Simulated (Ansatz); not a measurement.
Reactions of C$_{2}$H$_{4}$BCl (`C=CBCl`).

Program: Ansatz. Geometries: PBE0-D4/def2-TZVP. ΔE: electronic, gas phase. CBS: MP2 limit from def2 TZ/QZ plus the TZ coupled-cluster correction, frozen cores. This one scheme is used for every species. For Br outer-core shells are correlated without core-valence functions, which leaves a few kJ/mol of doubt a bond. Scalar relativity is left out up to krypton. Each species was taken in one conformer, which may not be the lowest.

(1) Order these by ΔE at CCSD(T)/CBS, lowest first. (An estimate is asked.)
A. `C=CBCl` + `C1=C[SiH2]1` → `C=CC1=C[SiH2]1` + `BCl`
B. `C=CBCl` + `COCO` → `C=COCOC` + `BCl`
C. `C=CBCl` + `OCC(F)(F)F` → `FC(F)(F)COBCl` + `C=C`
D. `C=CBCl` + `O[SiH3]` → `[SiH3]OBCl` + `C=C`
E. `C=CBCl` + HBr → `ClBBr` + `C=C`
F. `C=CBCl` + `C=O` → `O=CBCl` + `C=C`
G. `C=CBCl` + `C=C` → `C=CBC=C` + HCl

Largest T1 diagnostic: 0.016, for `O=CBCl`.

## Answers

(1) D (-114.1 kJ/mol), C (-104.3 kJ/mol), E (-50.6 kJ/mol), A (+31.4 kJ/mol), F (+40.0 kJ/mol), G (+74.0 kJ/mol), B (+86.1 kJ/mol).
